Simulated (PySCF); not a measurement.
Adding and removing an electron: RuF

PBEsol; basis Ru def2-TZVPPD with ECP28, F def2-TZVPPD; scalar-relativistic core potentials; PySCF 2.14. Neutral (UKS): quartet (σ ↑, π ↑, δ ↑), Re = 1.871 Å, ωe = 601 cm⁻¹, De = 4.81 eV, HOMO -4.14 eV, LUMO -3.76 eV.

RuF⁻ (UKS): quintet (σ ↑, π ↑↑, δ ↑), Re = 1.965 Å, ωe = 484 cm⁻¹, De = 2.56 eV to Ru (4d7 5s1) + F⁻. The energies at the minima are -194.21718 hartree for RuF and -194.27038 for RuF⁻.

(1) Work out the adiabatic electron affinity, without and with harmonic zero-point energies (1 hartree = 27.2114 eV, 1 eV = 8065.5 cm⁻¹), and the change of the bond length.

The metal atom is held in its measured ground configuration; semilocal functionals can put another filling of s and d lower by some tenths of an eV, and De to that atom would be smaller. Spin–orbit coupling is left out, which matters for elements this heavy, above all for dissociation energies. For an ion De counts to the pair picked by the measured ionisation energies or electron affinities, which need not be the lowest pair at this level. The highest Kohn–Sham level is positive in this anion. Much of that is self-interaction error, but it also means that the finite basis helps to hold the extra electron. The state is the lowest single determinant that the PBE0 search found; with open d or f shells the true ground state can be another one.

Answers

(1) At PBEsol: 0.05320 hartree = 1.448 eV between the minima; the zero-point term (601.0 − 484.0)/2 cm⁻¹ = +0.007 eV makes it 1.455 eV. Re changes by +9.4 pm against the neutral. More than one orbital changes its filling between the two states.
